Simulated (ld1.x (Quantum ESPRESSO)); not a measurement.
Reading a pseudo-wave (chlorine)

Columns: radius, all-electron u(r) and pseudo u(r) of the 3s shell (level -44.87 eV) of chlorine in the configuration [Ne] 3s2 3p3; LDA (PZ), scalar-relativistic, TM semilocal scheme, ld1.x (Quantum ESPRESSO) 7.5.

| r (bohr) | all-electron | pseudo |
| --- | --- | --- |
| 0.057 | 0.2452 | 0.0381 |
| 0.115 | 0.0279 | 0.0766 |
| 0.172 | -0.2270 | 0.1138 |
| 0.230 | -0.4006 | 0.1509 |
| 0.288 | -0.4679 | 0.1871 |
| 0.345 | -0.4470 | 0.2220 |
| 0.402 | -0.3643 | 0.2568 |
| 0.460 | -0.2399 | 0.2930 |
| 0.518 | -0.0941 | 0.3316 |
| 0.575 | 0.0559 | 0.3737 |
| 0.632 | 0.2032 | 0.4215 |
| 0.690 | 0.3434 | 0.4776 |
| 0.747 | 0.4679 | 0.5403 |
| 0.805 | 0.5787 | 0.6104 |
| 0.862 | 0.6714 | 0.6817 |
| 0.920 | 0.7492 | 0.7511 |
| 0.977 | 0.8099 | 0.8100 |
| 1.035 | 0.8569 | 0.8569 |
| 1.092 | 0.8899 | 0.8899 |
| 1.150 | 0.9113 | 0.9113 |
| 1.208 | 0.9219 | 0.9219 |
| 1.265 | 0.9232 | 0.9232 |
| 1.322 | 0.9168 | 0.9168 |
| 1.380 | 0.9036 | 0.9036 |
| 1.438 | 0.8848 | 0.8848 |
| 1.495 | 0.8620 | 0.8620 |

Question: How many radial nodes do the two functions have?

Answer: The all-electron 3s function has n − l − 1 = 2; the pseudo-wave has 0, since the states of the same l below it are removed with the core.

Question: At about which radius was the pseudo-wave matched?

Answer: 1.05 bohr. The columns agree to 0.0005 from 0.98 bohr on; several derivatives are matched, so the curves merge somewhat inside the radius.

Question: Where does each function peak?

Answer: Outermost all-electron maximum near 1.26 bohr, pseudo maximum near 1.26 bohr (to the table’s step).

Question: Is the pseudo-wave norm-conserving?

Answer: Yes: the TM semilocal scheme keeps the norm inside the radius equal to the all-electron one, which fixes the energy derivative of the logarithmic derivative at the level.
